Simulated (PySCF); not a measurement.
These 2 structures share the formula C6H10Si. Method used: PBE0-D3(BJ)/def2-SVP geometry optimisation, gas phase (PySCF). One conformer each; no zero-point energy, no entropy. No frequencies were run at this level. Point groups hold within 0.08 Å.

Problem. Order them by energy at this level, lowest first, and give relative energies in kJ/mol.
A. `[CH3:1][C:2]#[C:3][CH:4]1[CH2:5][SiH2:6][CH2:7]1` with C3–C4–C5–Si6 149°, C4–C5–Si6–C7 -19°, C5–Si6–C7–C4 19°, C3–C4–C7–Si6 -149°
B. `[CH2:1]=[CH:2][SiH:3]([CH:4]=[CH2:5])[CH:6]=[CH2:7]` with C1–C2–Si3–C4 106°, C2–Si3–C4–C5 -13°, C2–Si3–C6–C7 107°

Solution. B (0.0), A (21.2).

As drawn, the lower has a C=C bond outside aromatic rings, which the higher lacks; the higher has a four-membered ring and a C≡C bond, which the lower lacks.

| SMILES | E (Eh) | E rel (kJ/mol) | dipole (D) | point group | A, B, C (MHz) |
| --- | --- | --- | --- | --- | --- |
| C=C[SiH](C=C)C=C | -523.42051 | 0.0 | 0.80 | C3 | 2048, 2037, 1321 |
| CC#CC1C[SiH2]C1 | -523.41243 | 21.2 | 0.62 | near Cs | 7631, 904.2, 855.1 |

Problem. How do the relative energies change in single points at PBE0/pcSseg-1 (no added dispersion term) on the same geometries?

Solution. 
```csv
SMILES,PBE0-D3(BJ)/def2-SVP (kJ/mol),PBE0/pcSseg-1 (kJ/mol),shift
C=C[SiH](C=C)C=C,0.0,0.0,0.0
CC#CC1C[SiH2]C1,21.2,30.0,+8.8
```

Each column counts from its own lowest isomer. The order is unchanged; the largest shift is 8.8 kJ/mol.

Problem. As an exercise, what shares would exp(−E/RT) give at 500 K from these electronic energies alone (no entropy, no degeneracies)?

Solution. RT = 4.157 kJ/mol: C=C[SiH](C=C)C=C 99.4 %, CC#CC1C[SiH2]C1 0.6 %.
